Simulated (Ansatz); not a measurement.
C4H7O2 (SMILES [CH]1COCCO1), doublet, at a GFN2-xTB geometry; MP2/6-31G* (Ansatz, an electronic-structure program).

The Ansatz input:
Ansatz 0.2 input:
```yaml
crystal:
  periodic: [false, false, false]
  atoms:
    - {symbol: C, position_ang: [0.59897094, 1.24885200, 0.15955364]}
    - {symbol: C, position_ang: [1.40570993, 0.04186595, -0.18560161]}
    - {symbol: O, position_ang: [0.63998807, -1.01955157, -0.71613892]}
    - {symbol: C, position_ang: [-0.52315057, -1.23203372, 0.04715519]}
    - {symbol: C, position_ang: [-1.39176690, 0.02645311, 0.03478837]}
    - {symbol: O, position_ang: [-0.69746739, 1.12408553, 0.58826941]}
    - {symbol: H, position_ang: [1.08959805, 2.09433224, 0.60908430]}
    - {symbol: H, position_ang: [1.94997237, -0.32539905, 0.71442836]}
    - {symbol: H, position_ang: [2.15598712, 0.28809110, -0.94310172]}
    - {symbol: H, position_ang: [-1.05001334, -2.06848449, -0.41340662]}
    - {symbol: H, position_ang: [-0.25934805, -1.48825256, 1.08495960]}
    - {symbol: H, position_ang: [-1.67272853, 0.25579124, -1.00256336]}
    - {symbol: H, position_ang: [-2.29221360, -0.10317418, 0.63818200]}
basis:
  gaussian:
    orbitals: 6-31G*
magnetization: {spin_polarized: true, initial_magnetization: 1}
correlation: {method: mp2}
```

Problem. Predict the main parts of the log of this Ansatz run.

Solution. 
```
Functional definition: HF
1058 factors; integrals over basis functions are off by at most 1.1e-3 eV
mean field evaluation 1: about -8301.6603 eV, gradient 2.4e1 eV
mean field evaluation 2: about -8301.6629 eV, gradient 2.4e1 eV
mean field evaluation 4: about -8304.6755 eV, gradient 4.2e0 eV
mean field evaluation 8: about -8304.7811 eV, gradient 1.9e-1 eV
mean field -8304.78181270 eV, -305.1951024335 hartree, gradient 1.7e-6 eV, S^2 0.760946; 0 other end points of the search recorded, 0 dependent functions left out
6 core orbitals not correlated
reference -8304.78181270 eV, -305.1951024335 hartree; 18, 17 occupied and 80, 81 virtual orbitals, 1058 factors
second order -22.93800716 eV of doubles, -0.00000000 eV of singles
Total energy: -8327.71981986 eV, -306.0380586485 hartree
```
